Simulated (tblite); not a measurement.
Species: C8H11 (doublet state).
Atom-mapped SMILES: `[CH2:1][C:2]1=[C:3]([CH3:4])[CH2:5][CH:6]=[CH:7][CH2:8]1` (hydrogens: H9, H10 on C1; H11, H12, H13 on C4; H14, H15 on C5; H16 on C6; H17 on C7; H18, H19 on C8)
Bond orders are those of one Lewis drawing.

Computed with GFN2-xTB (tblite), gas phase: L-BFGS steps from a force-field or distance-geometry start until the largest atomic force falls under 0.01 eV/Å.

Step 18: E = -616.2369 eV
```
atom  x, y, z in Å  |  force x, y, z in eV/Å
C1     -0.3573    2.2256    0.3247    0.097   0.062  -0.002
C2     -0.3657    0.8992   -0.0094   -0.098  -0.064  -0.042
C3      0.7571    0.1103   -0.2462   -0.107  -0.093   0.013
C4      2.1624    0.5045    0.0468   -0.112  -0.009  -0.065
C5      0.5115   -1.3170   -0.6503   -0.065  -0.027   0.056
C6     -0.5403   -1.9024    0.2576   -0.050  -0.027  -0.043
C7     -1.6144   -1.1729    0.5083    0.070   0.013   0.000
C8     -1.6988    0.1804   -0.1284   -0.074  -0.006  -0.039
H9     -1.2675    2.7545    0.5463    0.031  -0.027  -0.051
H10     0.5549    2.7985    0.3554   -0.105  -0.032   0.043
H11     2.7826    0.4539   -0.8513   -0.015  -0.033   0.022
H12     2.5704   -0.1987    0.7754    0.120   0.056  -0.003
H13     2.2216    1.5091    0.4534    0.027  -0.029   0.006
H14     1.4325   -1.9045   -0.6286   -0.092   0.080  -0.042
H15     0.0966   -1.3414   -1.6725    0.168   0.009   0.066
H16    -0.3929   -2.8915    0.6592    0.052  -0.012   0.030
H17    -2.4220   -1.4996    1.1442    0.025  -0.020   0.000
H18    -1.9361    0.0252   -1.1903    0.093   0.115  -0.006
H19    -2.5044    0.7759    0.2983    0.036   0.044   0.057
```

Step 19: E = -616.2414 eV
```
atom  x, y, z in Å  |  force x, y, z in eV/Å
C1     -0.3594    2.2233    0.3244    0.142   0.079   0.000
C2     -0.3680    0.8975   -0.0097   -0.102  -0.024  -0.023
C3      0.7549    0.1095   -0.2436   -0.125  -0.075  -0.007
C4      2.1587    0.5035    0.0437   -0.068  -0.014  -0.018
C5      0.5134   -1.3156   -0.6484   -0.091  -0.091   0.037
C6     -0.5404   -1.9032    0.2561   -0.042  -0.022  -0.018
C7     -1.6131   -1.1713    0.5084    0.028  -0.021  -0.013
C8     -1.7020    0.1829   -0.1279   -0.039  -0.039  -0.004
H9     -1.2692    2.7571    0.5297    0.001  -0.014  -0.028
H10     0.5555    2.7903    0.3707   -0.101  -0.015   0.029
H11     2.7785    0.4516   -0.8519    0.013  -0.037  -0.055
H12     2.5690   -0.1976    0.7711    0.131   0.015   0.033
H13     2.2232    1.5055    0.4502    0.015   0.053   0.029
H14     1.4351   -1.8995   -0.6279   -0.053   0.044  -0.008
H15     0.1065   -1.3440   -1.6724    0.123   0.025   0.036
H16    -0.3902   -2.8922    0.6611    0.031   0.037   0.005
H17    -2.4217   -1.5011    1.1424    0.039  -0.009  -0.006
H18    -1.9384    0.0308   -1.1895    0.057   0.105  -0.013
H19    -2.5024    0.7817    0.3060    0.040   0.003   0.024
```

Step 20: E = -616.2448 eV
```
atom  x, y, z in Å  |  force x, y, z in eV/Å
C1     -0.3599    2.2220    0.3235    0.100   0.053   0.002
C2     -0.3715    0.8961   -0.0105   -0.053   0.013   0.007
C3      0.7508    0.1074   -0.2413   -0.080  -0.031  -0.004
C4      2.1546    0.5024    0.0411   -0.008  -0.015   0.024
C5      0.5130   -1.3162   -0.6462   -0.073  -0.095   0.013
C6     -0.5413   -1.9048    0.2547   -0.031  -0.022   0.001
C7     -1.6120   -1.1704    0.5085   -0.028  -0.039  -0.026
C8     -1.7054    0.1842   -0.1276    0.001  -0.043   0.022
H9     -1.2701    2.7585    0.5174   -0.013  -0.002  -0.013
H10     0.5549    2.7846    0.3824   -0.055   0.013   0.016
H11     2.7755    0.4492   -0.8530    0.002  -0.034  -0.086
H12     2.5711   -0.1959    0.7683    0.106  -0.001   0.035
H13     2.2245    1.5033    0.4481   -0.006   0.077   0.024
H14     1.4360   -1.8949   -0.6278   -0.004  -0.004   0.031
H15     0.1166   -1.3455   -1.6720    0.058   0.028  -0.017
H16    -0.3872   -2.8924    0.6630    0.008   0.053  -0.005
H17    -2.4208   -1.5024    1.1413    0.038  -0.002  -0.001
H18    -1.9382    0.0376   -1.1897    0.012   0.083  -0.021
H19    -2.5004    0.7865    0.3124    0.027  -0.033  -0.002
```

**Question.** Estimate the geometry and energy of step 21. (The exact step hangs on the optimiser's Hessian estimate; all steps are aligned on step 20, rigid shifts and turns removed.)

**Answer.** E = -616.2466 eV, largest force 0.076 eV/Å
```
atom  x, y, z in Å  |  force x, y, z in eV/Å
C1     -0.3598    2.2220    0.3220    0.038   0.010   0.005
C2     -0.3742    0.8956   -0.0108    0.004   0.025   0.030
C3      0.7473    0.1053   -0.2396   -0.013  -0.001   0.009
C4      2.1524    0.5015    0.0403    0.026  -0.009   0.030
C5      0.5115   -1.3183   -0.6448   -0.030  -0.048  -0.005
C6     -0.5427   -1.9063    0.2539   -0.024  -0.017  -0.001
C7     -1.6123   -1.1708    0.5081   -0.050  -0.035  -0.036
C8     -1.7074    0.1842   -0.1270    0.023  -0.026   0.016
H9     -1.2704    2.7588    0.5124   -0.016   0.007  -0.010
H10     0.5539    2.7825    0.3877   -0.008   0.036   0.008
H11     2.7739    0.4472   -0.8549   -0.031  -0.026  -0.064
H12     2.5748   -0.1948    0.7676    0.071   0.009   0.015
H13     2.2247    1.5035    0.4474   -0.019   0.046   0.002
H14     1.4364   -1.8927   -0.6278    0.012  -0.032   0.056
H15     0.1231   -1.3455   -1.6724    0.013   0.021  -0.044
H16    -0.3853   -2.8920    0.6641   -0.007   0.034   0.003
H17    -2.4200   -1.5031    1.1412    0.021  -0.005   0.010
H18    -1.9366    0.0433   -1.1904   -0.017   0.062  -0.017
H19    -2.4990    0.7888    0.3155    0.007  -0.050  -0.008
```

The energy changes by -0.0018 eV. The first-order estimate −F·Δx gives -0.0026 eV and the mean of the old and new forces, exact on a quadratic surface, -0.0018 eV. The step makes an angle of 57° with the force vector and moves no atom by more than 0.007 Å.

The cost below is that of the whole relaxation. On an Arm Neoverse V1 with one thread, no GPU, on a shared host, this took 0.42 s wall.
